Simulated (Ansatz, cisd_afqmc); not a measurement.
System: C3H3, charge 1, singlet. A triplet may lie lower; no result for it is given here. C3H3+ (parent SMILES C#C[CH2], singlet).
B3LYP-D3(BJ)/def2-TZVP minimum from Ansatz (a program for electronic structure):
```xyz
6

C      1.3051    -0.1903     0.1600
C      0.1029    -0.0150     0.0126
C     -1.2145     0.1771    -0.1489
H      2.3600    -0.3441     0.2893
H     -1.5876     1.0465    -0.6881
H     -1.9337    -0.5331     0.2564
```
Charge +1, spin multiplicity 1.

Total energies in cc-pVDZ, 14 correlated electrons, 3 frozen orbitals. UHF or UKS for unpaired electrons; spin-orbit terms are left out. Correlated methods leave the cores frozen. No relativity. AFQMC is phaseless with a CISD trial state; ± is one standard error, without the phaseless bias. Outlying blocks are dropped, and bars are widened where a walk drifts. Over all cases where full CI ran beside it in this data, AFQMC minus full CI had a median of +0.1 mEh and passed +0.4 mEh in a tenth of the cases. The restricted determinant of C3H3+ (parent SMILES C#C[CH2], singlet) is unstable towards broken spin symmetry in at least one set run. The spin of C3H3+ (parent SMILES C#C[CH2], singlet) was assumed, and the state is the lowest solution found for it.

```tsv
method	program	energy (Eh)	minus CCSDT(Q) (mEh)
HF	Ansatz	-114.95862	401.12
MP2	Ansatz	-115.30994	49.79
CCSD	Ansatz	-115.33914	20.60
CCSD(T)	Ansatz	-115.35709	2.65
CCSDT(Q)	Ansatz	-115.35974	0.00
AFQMC/CISD	cisd_afqmc	-115.3577 ± 0.0004	2.0 ± 0.4
```

Rough core times of Ansatz's runs on a shared machine: CCSD(T) under 20 s, CCSDT(Q) 60 s.
